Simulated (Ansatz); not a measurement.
Geometry optimisation, UKS PBE/def2-SVP in Ansatz.

input.yaml

```yaml
crystal:
  periodic: [false, false, false]
  atoms:
    - { symbol: Sn, position_ang: [0.0, 0.0, 0.0] }
    - { symbol: H, position_ang: [0.0, 0.0, 1.99] }
    - { symbol: H, position_ang: [1.6408, 0.0, -0.5794] }
    - { symbol: H, position_ang: [-0.8195, 1.4198, -0.5794] }
    - { symbol: H, position_ang: [-0.8195, -1.4198, -0.5794] }
    - { symbol: Cl, position_ang: [0.0, 0.0, 3.66] }
magnetization:
  spin_polarized: true
  initial_magnetization: 1
basis:
  gaussian: { orbitals: def2-SVP }
hamiltonian:
  xc: pbe
relax:
  f_tol: 0.15
  max_steps: 25
  restrain:
    - { distance: [1, 5], at: 2.57, k: 30.0 }
    - { distance: [0, 1], at: 1.74, k: 30.0 }
output:
  orbitals: {}
```

Command:

```bash
$ ansatz run input.yaml --threads 1 --pin off --max-ram 2048MiB --backend cpu --events-out ev --progress --plain --runs-dir out
```

Where does it end, and by what steps?

It converged. The restraints hold the end off the free minimum. After 4 steps the energy has risen by 0.647 eV (the restraints' own energy left out); Cl6 moved furthest, 0.54 Å.

```json
{"step": "0", "energy less start (eV)": "0.0000", "largest force component (eV/Å)": "1.537", "accepted": "yes"}
{"step": "1", "energy less start (eV)": "0.3656", "largest force component (eV/Å)": "0.795", "accepted": "yes"}
{"step": "2", "energy less start (eV)": "0.5933", "largest force component (eV/Å)": "1.264", "accepted": "yes"}
{"step": "3", "energy less start (eV)": "0.6511", "largest force component (eV/Å)": "0.521", "accepted": "yes"}
{"step": "4", "energy less start (eV)": "0.6474", "largest force component (eV/Å)": "0.474", "accepted": "yes"}
```

```xyz
6
Properties=species:S:1:pos:R:3
Sn 0.030 0.000 -0.082
H 0.231 0.000 1.648
H 1.611 0.000 -0.768
H -0.837 1.420 -0.526
H -0.837 -1.420 -0.526
Cl -0.197 0.000 4.167
```

The run took 22 s on 1 thread of Arm Neoverse V2, on a shared host, peak memory 0.14 GiB.
